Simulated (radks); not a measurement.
The mean radii <r> (bohr) of the occupied orbitals of an atom or ion are listed with their occupations. Method: Dirac Kohn-Sham, Slater X-alpha with alpha = 0.669, spin-unpolarised, spherical densities, finite nucleus; Fermi nuclear charge, rms radius of each element as measured or else 0.836 A^(1/3) + 0.57 fm; computed with a radial shooting solver on a logarithmic mesh with Libxc functionals.

orbital  occ.     <r>
1s1/2       2  0.3310
2s1/2       1   1.659

Name the element and its charge. Open shells, if any, fill j = l - 1/2 first.

Answer. Z = 5, boron, charge +2: B2+ in [He] 2s1. The 1s radius gives Z: for a bare nucleus <r> = (2 gamma + 1)/(2Z) with gamma = sqrt(1 - (Z/c)^2), 0.2999 bohr for Z = 5, and screening makes it slightly larger (0.3310 here). The occupations add up to 3, and the charge is Z minus that.
